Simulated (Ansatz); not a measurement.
`[SiH3][SiH]1CO1` + `N[CH2][SnH3]` → `[SnH3][SiH]1CO1` + `NC[SiH3]` at 700 K and 1 bar (redistribution).

Computed with Ansatz on PBE0-D4/def2-TZVP structures; ΔE is electronic, products minus reactants. CCSD(T)/CBS is the MP2 limit (def2-TZVPP, def2-QZVPP) plus CCSD(T) − MP2 in def2-TZVPP, frozen cores. Elements past krypton have def2 core potentials. For Sn outer-core shells are correlated without core-valence functions, which leaves a few kJ/mol of doubt a bond. Each species was taken in one conformer, which may not be the lowest.

```csv
species,CCSD(T)/CBS energy (Eh),H − E (kJ/mol),S (J/(mol·K))
`[SiH3][SiH]1CO1`,-694.95910,242.3,442.3
`N[CH2][SnH3]`,-310.95215,263.9,427.6
`[SnH3][SiH]1CO1`,-619.89889,235.2,474.8
`NC[SiH3]`,-386.02732,271.9,392.4
```

H − E and S are ideal-gas, rigid-rotor, harmonic terms from PBE0-D4/def2-TZVP, for one conformer and one mirror image of each species. 1 Eh = 2625.50 kJ/mol, R = 8.31446 J/(mol·K).

Problem. By hand: ΔE, ΔH, ΔS and ΔG.

Solution. ΔE = (-619.89889) + (-386.02732) − (-694.95910) − (-310.95215) = -0.01496 Eh = -39.3 kJ/mol. Δ(H − E) = 235.2 + 271.9 − 242.3 − 263.9 = 0.9, so ΔH = -38.4 kJ/mol. ΔS = 474.8 + 392.4 − 442.3 − 427.6 = -2.7 J/(mol·K). ΔG = -38.4 − 700 × (-2.7)/1000 = -36.5 kJ/mol.

Problem. By hand: the equilibrium constant, and the temperature at which ΔG would vanish if ΔH and ΔS stayed fixed.

Solution. log₁₀ K = −ΔG/(RT ln 10) = 2.7. ΔG = 0 at ΔH/ΔS = 14222 K, far beyond where these terms or the molecules hold.

The number of gas molecules stays the same, so ΔS is small and ΔH decides. A doubt of 5 kJ/mol in ΔE shifts log₁₀ K by 0.4 here. Other conformers and mirror images would add mixing entropy, several J/(mol·K) or more a flexible species. These are equilibria of isolated gas molecules and say nothing of rates. Largest T1 diagnostic: 0.015 (customary marks: 0.02 for closed shells, 0.045 for open ones).
